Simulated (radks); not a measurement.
Task: Successive ionisation energies (eV) of one element, from differences of total energies of ions in their ground configurations, starting at charge 0: 11.122, 20.159, 29.994, 40.484, 53.553, 65.470, 91.984, 105.96, 177.59, 202.70, 228.62, 255.30, 282.72, 310.86, 342.49, 372.22, 402.61, 433.64, 549.76, 582.64, 615.91, 649.52. Calculated with a radial shooting solver on a logarithmic mesh with Libxc functionals: Dirac Kohn-Sham, exchange-only PBE, spin-unpolarised, spherical densities, finite nucleus; open shells fill j = l - 1/2 first; Fermi nuclear charge, rms radius 4.7859 fm. Which element is it?

Result: Xenon (Z = 54). The first species listed is Xe in [Xe], the last Xe21+ in [Ar] 3d10 4s2 4p3.
